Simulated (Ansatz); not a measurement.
`C[N](C)[AlH][Cl]` + CH₃NH₂ → `C[NH][AlH][Cl]` + `CNC` at 600 K and 1 bar (ligand exchange at the Al–N bond).

Program: Ansatz. Geometries: PBE0-D4/def2-TZVP. ΔE: electronic, gas phase. CBS: MP2 limit from def2 TZ/QZ plus the TZ coupled-cluster correction, frozen cores. Each species was taken in one conformer, which may not be the lowest.

```tsv
species	CCSD(T)/CBS energy (Eh)	H − E (kJ/mol)	S (J/(mol·K))
`C[N](C)[AlH][Cl]`	-836.90351	303.8	451.1
CH₃NH₂	-95.75281	199.3	283.8
`C[NH][AlH][Cl]`	-797.65353	218.3	405.3
`CNC`	-135.00321	284.6	333.5
```

H − E and S are ideal-gas, rigid-rotor, harmonic terms from PBE0-D4/def2-TZVP, for one conformer and one mirror image of each species. 1 Eh = 2625.50 kJ/mol, R = 8.31446 J/(mol·K).

By hand: ΔE, ΔH, ΔS and ΔG.

ΔE = (-797.65353) + (-135.00321) − (-836.90351) − (-95.75281) = -0.00042 Eh = -1.1 kJ/mol. Δ(H − E) = 218.3 + 284.6 − 303.8 − 199.3 = -0.2, so ΔH = -1.3 kJ/mol. ΔS = 405.3 + 333.5 − 451.1 − 283.8 = 3.9 J/(mol·K). ΔG = -1.3 − 600 × (3.9)/1000 = -3.6 kJ/mol.

By hand: the equilibrium constant, and the temperature at which ΔG would vanish if ΔH and ΔS stayed fixed.

log₁₀ K = −ΔG/(RT ln 10) = 0.3. ΔH and −TΔS have one sign here, so there is no such temperature. One of them is within its doubt of zero, so this could turn.

TΔS isn't small against ΔH here. The sign of ΔG lies within the doubt. A doubt of 5 kJ/mol in ΔE shifts log₁₀ K by 0.4 here. Other conformers and mirror images would add mixing entropy, several J/(mol·K) or more a flexible species. These are equilibria of isolated gas molecules and say nothing of rates. Largest T1 diagnostic: 0.011 (customary marks: 0.02 for closed shells, 0.045 for open ones).
